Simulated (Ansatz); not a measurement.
Geometry optimisation, RKS B3LYP-D4/def2-SVP (Ansatz).

Input:

```yaml
crystal:
  periodic: [false, false, false]
  atoms:
    - { symbol: C, position_ang: [-1.2104, -0.1281, 1.4204] }
    - { symbol: In, position_ang: [0.7586, 0.496, 0.8837] }
    - { symbol: Si, position_ang: [1.1884, -1.4858, -0.3129] }
    - { symbol: Al, position_ang: [0.9441, 1.2951, -0.5104] }
    - { symbol: "N", position_ang: [-0.655, 1.5779, -1.6334] }
    - { symbol: H, position_ang: [-1.7218, 0.8469, 1.832] }
    - { symbol: H, position_ang: [-1.0077, -0.7968, 2.2296] }
    - { symbol: H, position_ang: [-1.9212, -0.5344, 0.6808] }
    - { symbol: H, position_ang: [1.4272, -1.8924, 1.1371] }
    - { symbol: H, position_ang: [2.373, -1.9088, -1.0891] }
    - { symbol: H, position_ang: [-0.0164, -2.1025, -0.8044] }
    - { symbol: H, position_ang: [2.3245, 1.8228, -0.9464] }
    - { symbol: H, position_ang: [-0.5515, 1.08805, -2.53962] }
    - { symbol: H, position_ang: [-0.6651, 2.63581, -1.90322] }
basis:
  gaussian: { orbitals: def2-SVP }
hamiltonian:
  xc: b3lyp
  dispersion: d4
relax:
  f_tol: 0.015
  max_steps: 40
```

Command:

```bash
$ ansatz run input.yaml --threads 2 --pin off --max-ram 3072MiB --backend cpu --events-out ev --progress --plain --runs-dir out
```

Where does it end, and by what steps?

The run converged. After 27 steps the energy has fallen by 14.335 eV; H9 moved furthest, 2.45 Å. The start is strongly strained (largest force component 36 eV/Å), so its close contacts needn't be bonds. Parted: In2–Si3 (2.35 → 4.21 Å).

```csv
step,energy less start (eV),largest force component (eV/Å),accepted
0,0.0000,36.053,yes
1,-8.7780,10.175,yes
2,-11.6142,3.095,yes
3,-12.7909,1.243,yes
4,-13.3957,0.923,yes
5,-13.7098,1.098,yes
6,-13.9183,1.162,yes
7,-14.0204,1.163,yes
8,-14.1289,0.410,yes
9,-14.1315,0.320,yes
10,-14.1881,0.088,yes
11,-14.1896,0.207,yes
12,-14.2232,0.488,yes
13,-14.2436,0.384,yes
14,-14.2590,0.403,yes
15,-14.2717,0.465,yes
16,-14.2899,0.431,yes
17,-14.3059,0.211,yes
18,-14.3174,0.151,yes
19,-14.3205,0.182,yes
20,-14.3249,0.149,yes
21,-14.3304,0.022,yes
22,-14.3321,0.044,yes
23,-14.3329,0.072,yes
24,-14.3336,0.055,yes
25,-14.3342,0.021,yes
26,-14.3344,0.018,yes
27,-14.3345,0.013,yes
```

```xyz
14
Properties=species:S:1:pos:R:3
C -2.275 0.622 1.989
In -0.111 0.402 1.495
Si 2.205 -1.635 -1.371
Al 1.544 0.647 -0.773
N -0.239 1.059 -1.111
H -2.603 1.656 1.787
H -2.466 0.390 3.049
H -2.874 -0.060 1.362
H 3.266 -2.171 -0.460
H 2.724 -1.768 -2.773
H 1.034 -2.569 -1.266
H 2.498 1.906 -0.628
H -0.874 0.422 -1.591
H -0.564 2.013 -1.265
```

Run time: 120 s on 2 threads of Intel(R) Xeon(R) Platinum 8488C (Sapphire Rapids), with other jobs on the host, peak memory 0.43 GiB.
